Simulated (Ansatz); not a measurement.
One geometry of the cluster Li5Te3, several levels of theory.

```yaml
crystal:
  periodic: [false, false, false]
  atoms:
    - {symbol: Li, position_ang: [0.552330, -1.292449, 2.130896]}
    - {symbol: Li, position_ang: [2.188597, -0.367587, -0.049184]}
    - {symbol: Li, position_ang: [-0.048496, 1.925802, 0.403387]}
    - {symbol: Li, position_ang: [-0.504365, -0.413151, -2.487652]}
    - {symbol: Li, position_ang: [-2.191507, -0.485351, -0.132949]}
    - {symbol: Te, position_ang: [0.044064, -1.988964, -0.400278]}
    - {symbol: Te, position_ang: [1.730016, 0.995708, 2.091267]}
    - {symbol: Te, position_ang: [-1.770649, 1.625982, -1.555488]}
basis:
  gaussian: {orbitals: STO-3G}
magnetization: {spin_polarized: true, initial_magnetization: 1}
hamiltonian: {xc: hf}
scf: {omitted_lower_state_checks: [starts]}
output: {orbitals: {seedname: orbitals}}
```

The file start.molden holds the orbitals of an earlier run on this structure, at another level or in another basis.

```sh
$ ansatz run in.yaml --threads 4 --pin off --events-out ev --progress --plain --max-ram 4787MiB
```

Shortened log:

```
Functional definition: HF
1156 factors; integrals over basis functions are off by at most 3.3e-4 eV
mean field evaluation 1: about -535482.1295 eV, gradient 1.0e1 eV
mean field evaluation 2: about -535482.1390 eV, gradient 1.0e1 eV
mean field evaluation 4: about -535483.7672 eV, gradient 1.2e0 eV
mean field evaluation 8: about -535483.8434 eV, gradient 7.3e-2 eV
mean field -535483.84350452 eV, -19678.6682848057 hartree, gradient 1.7e-5 eV, S^2 0.769400; 0 other end points of the search recorded, 0 dependent functions left out
reference -535483.84350452 eV, -19678.6682848057 hartree; 86, 85 occupied and 20, 21 virtual orbitals, 1156 factors
Total energy: -535483.84350452 eV, -19678.6682848057 hartree
Checks for a lower state left out: starts
```

Run time 5.5 s (4 threads of Arm Neoverse V1 on a shared host), peak host memory 0.76 GiB.

As the first input, with `gaussian: {orbitals: def2-TZVP, initial_orbitals: start.molden}` (abridged; 23 s):

```
Functional definition: HF
mean field -22819.75821766 eV, -838.6106467113 hartree, gradient 1.4e-5 eV, S^2 0.772595
Total energy: -22819.75821766 eV, -838.6106467113 hartree
Checks for a lower state left out: starts
```

First input, but with `gaussian: {orbitals: def2-TZVP, initial_orbitals: start.molden}`, `correlation: {method: mp2}` and without the key `hamiltonian` (abridged; 18 s):

```
Functional definition: HF
mean field -22819.75921808 eV, -838.6106834760 hartree, gradient 2.4e-6 eV, S^2 0.772595
12 core orbitals not correlated: weight in the atoms' cores, before any rotation towards them, 1.000 or more for the frozen orbitals, at most 0.000 for the correlated occupied ones
second order -42.70533469 eV of doubles, -0.00000000 eV of singles
Total energy: -22862.46455277 eV, -840.1800755791 hartree
Checks for a lower state left out: starts
```

First input, but with `gaussian: {orbitals: def2-SVP, initial_orbitals: start.molden}`, `hamiltonian: {xc: pbe0, dispersion: d4}` (abridged; 7.5 s):

```
Functional definition: PBE0
mean field -22909.66434426 eV, -841.9146359234 hartree, gradient 1.3e-5 eV, S^2 0.755925
Total energy: -22909.93868832 eV, -841.9247178817 hartree
Checks for a lower state left out: starts
```

As the first input, with `gaussian: {orbitals: def2-TZVP, initial_orbitals: start.molden}`, `hamiltonian: {xc: pbe, dispersion: d4}`, `output: {forces: true, orbitals: {seedname: orbitals}}` (abridged; 9 s):

```
Functional definition: PBE
mean field -22908.83917371 eV, -841.8843114648 hartree, gradient 1.2e-5 eV, S^2 0.752167
Total energy: -22909.14431883 eV, -841.8955253411 hartree
Atom 0 force     0.012799     0.017803    -0.017038 eV/Å
Atom 1 force    -0.022303    -0.001526     0.023880 eV/Å
Atom 2 force     0.003942    -0.020728    -0.003893 eV/Å
Atom 3 force    -0.011910     0.008614     0.035495 eV/Å
Atom 4 force     0.028985     0.011034    -0.026572 eV/Å
Atom 5 force    -0.005595     0.041429     0.001921 eV/Å
Atom 6 force    -0.005296    -0.024601    -0.017142 eV/Å
Atom 7 force    -0.000622    -0.032024     0.003350 eV/Å
Dipole moment:    -0.019453    -0.981223    -0.230597 e Å
Checks for a lower state left out: starts
```

As the first input, with `gaussian: {orbitals: def2-TZVP, initial_orbitals: start.molden}`, `hamiltonian: {xc: pbe0, dispersion: d4}` (abridged; 19 s):

```
Functional definition: PBE0
mean field -22910.96853281 eV, -841.9625639684 hartree, gradient 8.4e-6 eV, S^2 0.756802
Total energy: -22911.24286365 eV, -841.9726454410 hartree
Checks for a lower state left out: starts
```

As the first input, with `gaussian: {orbitals: def2-TZVP, initial_orbitals: start.molden}`, `hamiltonian: {xc: r2scan, dispersion: d4}` (abridged; 19 s):

```
Functional definition: r2SCAN
mean field -22920.72388924 eV, -842.3210667048 hartree, gradient 9.6e-6 eV, S^2 0.754991
Total energy: -22920.79046181 eV, -842.3235132016 hartree
Checks for a lower state left out: starts
```

Geometry: PBE-D4/def2-SVP.

In the def2 sets Te takes a core potential, while STO-3G treats all electrons; there is no spin–orbit coupling. Correlated methods freeze 12 core orbitals; core or outer-core shells of Li, Te are correlated, in sets that lack core-valence functions. Another isomer (doublet) lies 0.65 eV lower at PBE0-D4/def2-TZVP; other spin states weren't run for this one.
